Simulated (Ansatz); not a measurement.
```yaml
crystal:
  periodic: [false, false, false]
  atoms:
    - {symbol: N, position_ang: [-0.676926, 1.421080, -0.645907]}
    - {symbol: B, position_ang: [-0.054815, 0.266833, -0.243913]}
    - {symbol: C, position_ang: [0.146716, -0.765467, 0.916586]}
    - {symbol: C, position_ang: [0.821512, -0.985002, -0.422390]}
    - {symbol: O, position_ang: [1.460367, -1.822481, -0.990804]}
    - {symbol: H, position_ang: [-1.320068, 1.929625, -0.059896]}
    - {symbol: H, position_ang: [-0.530507, 1.833031, -1.552477]}
    - {symbol: H, position_ang: [-0.592042, -1.481437, 1.277317]}
    - {symbol: H, position_ang: [0.834263, -0.442480, 1.704382]}
basis:
  gaussian: {orbitals: "6-31G*"}
total_charge: 1
magnetization: {spin_polarized: true, initial_magnetization: 1}
hamiltonian: {xc: {name: HF}}
correlation: {active_space: {window: {electrons: 2, orbitals: 1}}}
scf: {lower_state_search: off}
```

```sh
$ ansatz run in.yaml --threads 2 --pin off --events-out ev --progress --plain --max-ram 4352MiB
```

**Question.** How does Ansatz answer? (Estimate.)

**Answer.** Computed: The input was rejected before any iteration.
```
Error: invalid value for `correlation.active_space`: it starts from restricted Hartree–Fock orbitals; set hamiltonian.xc: hf without magnetization.spin_polarized
```
